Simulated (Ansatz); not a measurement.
`O[SiH](Cl)[SiH2]Cl` + H₂ → `O[SiH]([SiH3])Cl` + HCl at 298.15 K and 1 bar (hydrogenolysis of the Si–Cl bond).

Gas-phase electronic energies from Ansatz, PBE0-D4/def2-TZVP geometries. CCSD(T)/CBS adds triple-zeta CCSD(T) − MP2 to the extrapolated MP2 energy (def2 sets, frozen cores). This one scheme is used for every species. Each species was taken in one conformer, which may not be the lowest.

```tsv
species	CCSD(T)/CBS energy (Eh)	H − E (kJ/mol)	S (J/(mol·K))
`O[SiH](Cl)[SiH2]Cl`	-1575.44242	139.8	383.6
H₂	-1.17544	35.1	130.4
`O[SiH]([SiH3])Cl`	-1116.20942	151.6	352.2
HCl	-460.38127	26.6	186.8
```

H − E and S are ideal-gas, rigid-rotor, harmonic terms from PBE0-D4/def2-TZVP, for one conformer and one mirror image of each species. For small species the MP2-based limit differs from directly extrapolated CCSD(T) by up to some mEh (0.8 for H₂); such offsets cancel only in part. 1 Eh = 2625.50 kJ/mol, R = 8.31446 J/(mol·K).

Question: By hand: ΔE, ΔH, ΔS and ΔG.

Answer: ΔE = (-1116.20942) + (-460.38127) − (-1575.44242) − (-1.17544) = 0.02717 Eh = 71.3 kJ/mol. Δ(H − E) = 151.6 + 26.6 − 139.8 − 35.1 = 3.3, so ΔH = 74.6 kJ/mol. ΔS = 352.2 + 186.8 − 383.6 − 130.4 = 25.0 J/(mol·K). ΔG = 74.6 − 298.15 × (25.0)/1000 = 67.1 kJ/mol.

Question: By hand: the equilibrium constant, and the temperature at which ΔG would vanish if ΔH and ΔS stayed fixed.

Answer: log₁₀ K = −ΔG/(RT ln 10) = -11.8. ΔG = 0 at ΔH/ΔS = 2984 K, far beyond where these terms or the molecules hold.

ΔH outweighs TΔS. A doubt of 5 kJ/mol in ΔE shifts log₁₀ K by 0.9 here. Other conformers and mirror images would add mixing entropy, several J/(mol·K) or more a flexible species. Modes under 60 cm⁻¹, often nearly free rotors, make the harmonic entropy too high. These are equilibria of isolated gas molecules and say nothing of rates. Largest T1 diagnostic: 0.012 (customary marks: 0.02 for closed shells, 0.045 for open ones).
